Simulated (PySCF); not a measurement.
## Gas-phase XPS of `C[C@@H]([O-])C(F)(F)F`, computed

Species: C3H4F3O (charge -1).
Atom-mapped SMILES: `[CH3:1][C@@H:2]([O-:3])[C:4]([F:5])([F:6])[F:7]`

Level of theory: delta-SCF UKS SCAN, pcX-2 on the ionised atom, pcseg-1 elsewhere, spin-free X2C (PySCF 2.14.0). Binding energies are ΔSCF values: E(core-ionised, relaxed orbitals) − E(ground state) at a fixed geometry, referred to the vacuum level.

Problem. What binding energy does each computed site have?

Solution. 
```csv
atom(s),bonded to,level,binding energy (eV),above the level's lowest (eV),count
C1,C and 3 H,C 1s,285.49,0.00,1
C2,"O, 2 C and H",C 1s,286.97,+1.48,1
C4,3 F and C,C 1s,292.09,+6.60,1
O3,C,O 1s,529.48,0.00,1
F5/F6/F7,C,F 1s,688.76,0.00,3
```

The listed C 1s values span 6.60 eV, from C1 (bonded to C and 3 H) to C4 (bonded to 3 F and C).

Problem. Express the binding energy of C 1s of C4 in atomic units and per mole.

Solution. 292.09 eV = 10.7341 Eh = 28182 kJ/mol.

One atom of each set of topologically equivalent atoms was ionised and stands for the set; in this conformer not all members are related by symmetry, and their own values weren't computed. The species carries charge -1, so core ionisation leaves a neutral species. The basis sets have no added diffuse functions. Geometry: GFN2-xTB; no solvent, vibrations or thermal averaging.

Shape of the structure used: `[CH3:1][C@@H:2]([O-:3])[C:4]([F:5])([F:6])[F:7]`: C1–C2–C4–F5 178°.
